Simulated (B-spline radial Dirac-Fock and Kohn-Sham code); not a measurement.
# Magnetic form factor of the 4f shell of Gd¹⁶⁺

System: the Gd¹⁶⁺ ion, configuration [Kr] 4d10 4f2.

Method: relativistic Hartree-Fock (Dirac-Fock) wave functions, averaged over the configuration. Computed with a B-spline atomic structure program. ⟨j_K⟩ is the integral of the 4f radial density with the spherical Bessel function j_K(4πsr), s = sin θ/λ.

Hund's rules give S = 1, L = 5, J = 4 for 4f2, so g = 0.800, and the dipole approximation is F = ⟨j0⟩ + C₂⟨j2⟩ with C₂ = (2 − g)/g = 1.500.

```csv
s (Å⁻¹),⟨j0⟩,⟨j2⟩,⟨j4⟩,⟨j6⟩,F (dipole)
0,1.0000,0.0000,0.0000,0.0000,1.0000
0.05,0.9915,0.0034,0.0000,0.0000,0.9966
0.1,0.9665,0.0133,0.0001,0.0000,0.9865
0.15,0.9264,0.0290,0.0004,0.0000,0.9698
0.2,0.8729,0.0493,0.0011,0.0000,0.9469
0.25,0.8089,0.0729,0.0026,0.0001,0.9182
0.3,0.7370,0.0982,0.0050,0.0002,0.8843
0.35,0.6604,0.1237,0.0085,0.0004,0.8459
0.4,0.5818,0.1479,0.0133,0.0008,0.8037
0.45,0.5038,0.1698,0.0194,0.0015,0.7584
0.5,0.4287,0.1883,0.0266,0.0025,0.7111
0.6,0.2933,0.2132,0.0436,0.0057,0.6132
0.7,0.1838,0.2217,0.0621,0.0110,0.5163
0.8,0.1017,0.2157,0.0795,0.0180,0.4253
0.9,0.0444,0.1994,0.0938,0.0264,0.3435
1,0.0072,0.1769,0.1038,0.0354,0.2726
1.1,-0.0149,0.1519,0.1093,0.0442,0.2130
1.2,-0.0264,0.1270,0.1105,0.0520,0.1641
1.4,-0.0313,0.0834,0.1033,0.0631,0.0938
1.6,-0.0258,0.0512,0.0888,0.0677,0.0510
```

Radial moments of the shell: ⟨r²⟩ = 0.4619, ⟨r⁴⟩ = 0.3679, ⟨r⁶⟩ = 0.4518 in powers of bohr.
